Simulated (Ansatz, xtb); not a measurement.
**Relative energy of two isomers of C5H9BFP**

We compare X, `C[C@@]1(F)C=C[C@H]1BP`, a singlet, with Y, `C=C/C=C(/F)CBP`, a singlet. Both are isolated molecules in the gas phase, relaxed with B3LYP-D3(BJ)/def2-SVP, each in the lowest conformer that the search found.

Task: Which of the two would you expect CCSD(T)/def2-SVP + ΔMP2/def2-TZVPP electronic energies to favour?

Result: Structure Y; the calculation gives E(Y) − E(X) = −0.436 eV.

Level by level:

| level | geometry | E(Y) − E(X) (eV) | departure from the last row (eV) | job, with rough time for the two |
| --- | --- | --- | --- | --- |
| B3LYP-D3(BJ)/def2-SVP | B3LYP-D3(BJ)/def2-SVP | −0.591 | −0.155 | optimisation, 2.7 min |
| HF/def2-SVP | B3LYP-D3(BJ)/def2-SVP | −0.582 | −0.146 | part of the CCSD(T) run |
| MP2/def2-SVP | B3LYP-D3(BJ)/def2-SVP | −0.352 | +0.083 | part of the CCSD(T) run |
| CCSD(T)/def2-SVP | B3LYP-D3(BJ)/def2-SVP | −0.434 | +0.002 | single point |
| CCSD(T)/def2-SVP + ΔMP2/def2-TZVPP | B3LYP-D3(BJ)/def2-SVP | −0.436 |  | single point, 2.8 min |

As drawn, Y has 1 C=C in place of 2 C–C. Structure X has a 4-membered ring, Y no ring.

None of the levels shown reverses the order. The largest departure from CCSD(T)/def2-SVP + ΔMP2/def2-TZVPP is that of B3LYP-D3(BJ)/def2-SVP, 0.155 eV. Levels run at GFN2-xTB geometries aren't shown. The last row adds to CCSD(T) the change of the MP2 difference between the two basis sets, here −0.002 eV.

With thermal terms from frequencies at re-optimised GFN2-xTB minima (ideal gas, soft modes damped towards free rotors, one conformer each, 298.15 K, 1 atm): on the last row, ΔE + ΔZPE = −0.474, ΔH = −0.455, ΔG = −0.511 eV.

The correlated steps freeze 12 core orbitals. Mirror images aren't counted in ΔG. Codes used: Ansatz 0.2.0, xtb 6.7.1; the last row on 4 threads of Arm Neoverse V1 on a shared host.
